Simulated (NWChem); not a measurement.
System: CF₂, singlet; SMILES F[C]F

All runs: NWChem. Low-valent species are run as closed-shell singlets; no triplet was tried in these runs. The geometry was optimised at PBE0/def2-SVP. Level: M06-2X/def2-SVP with SMD (1 M gas to 1 M solution), gas-phase geometry.

```json
[
 {"solvent": "water", "dielectric constant": "78.4", "solvation free energy (kcal/mol)": "3.5", "cavity-dispersion-structure term (kcal/mol)": "5.5", "dipole in solution (D)": "0.77"},
 {"solvent": "1,4-dioxane", "dielectric constant": "2.21", "solvation free energy (kcal/mol)": "?", "cavity-dispersion-structure term (kcal/mol)": "?", "dipole in solution (D)": "0.72"},
 {"solvent": "dichloromethane", "dielectric constant": "8.93", "solvation free energy (kcal/mol)": "1.6", "cavity-dispersion-structure term (kcal/mol)": "3.3", "dipole in solution (D)": "0.76"},
 {"solvent": "chloroform", "dielectric constant": "4.71", "solvation free energy (kcal/mol)": "1.8", "cavity-dispersion-structure term (kcal/mol)": "3.3", "dipole in solution (D)": "0.75"}
]
```

Question: Fill in the missing entries.

Answer: 
- 1,4-dioxane, solvation free energy (kcal/mol): 3.1
- 1,4-dioxane, cavity-dispersion-structure term (kcal/mol): 4.1
